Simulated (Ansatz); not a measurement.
Reactions of `CN[SiH2][SiH3]`.

Calculated with Ansatz (gas phase, PBE0-D4/def2-TZVP geometries, no zero-point term in ΔE). CCSD(T)/CBS adds triple-zeta CCSD(T) − MP2 to the extrapolated MP2 energy (def2 sets, frozen cores). This one scheme is used for every species. def2 core potentials past Kr. For Te outer-core shells are correlated without core-valence functions, which leaves a few kJ/mol of doubt a bond. One conformer a species, not always the lowest.

Task: Order these by ΔE at CCSD(T)/CBS, lowest first. (Estimate.)
A. `CN[SiH2][SiH3]` + CH₃OH → `CN[SiH2]OC` + SiH₄
B. `CN[SiH2][SiH3]` + `FCN[SiH3]` → `CN([SiH3])CF` + `N[SiH2][SiH3]`
C. `CN[SiH2][SiH3]` + `CC[TeH]` → `CC[Te][SiH3]` + `CN[SiH3]`
D. `CN[SiH2][SiH3]` + `OBO` → `OBO[SiH2][SiH3]` + CH₃NH₂
E. `CN[SiH2][SiH3]` + `BN([SiH3])C=C` → `BN(C=C)[SiH2][SiH3]` + `CN[SiH3]`

Result: A (-1.22 eV), C (-0.67 eV), D (-0.43 eV), B (-0.12 eV), E (-0.02 eV).

Largest T1 diagnostic: 0.014, for `BN(C=C)[SiH2][SiH3]`.
